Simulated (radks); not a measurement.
Question: All-electron atom: Ge3+ in [Ar] 3d10 4s0.75 4p0.25 (fractional occupations, a model configuration). Method: scalar-relativistic Kohn-Sham, LDA (Slater exchange, Perdew-Wang correlation), spin-polarised, spherical densities, point nucleus; open shells are filled with parallel spins first; computed with a radial shooting solver on a logarithmic mesh with Libxc functionals. Some entries of the table are withheld. Estimate them.

orbital  occ.  eigenvalue (eV)  r(max) (bohr)  <1/r> (bohr^-1)
1s up       1        -10976.33        0.03077            32.33
1s down     1        -10976.24        0.03077            32.33
2s up       1        -1403.986         0.1763            7.094
2s down     1        -1403.944         0.1763            7.094
2p up       3        -1232.660         0.1412            6.963
2p down     3        -1232.609         0.1412            6.963
3s up       1        -202.3024         0.5430            2.281
3s down     1        -202.1978         0.5430            2.282
3p up       3        -149.9405         0.5431            2.131
3p down     3        -149.8107         0.5430            2.132
3d up       5         -63.9345         0.5014            1.792
3d down     5         -63.6865         0.5010            1.800
4s up    0.75              (1)          1.618           0.7169
4s down     0              (2)          1.608           0.7189
4p up    0.25         -31.2435          1.852           0.6146
4p down     0         -29.7131          1.850           0.6103
4d up       0         -17.3683          2.615           0.4394
5s up       0         -16.3956          3.802           0.3369
4d down     0         -16.3344          2.711           0.4175
5s down     0         -15.9658          3.874           0.3287

Answer: 
(1) 4s up eigenvalue (eV): -41.7607
(2) 4s down eigenvalue (eV): -40.2053
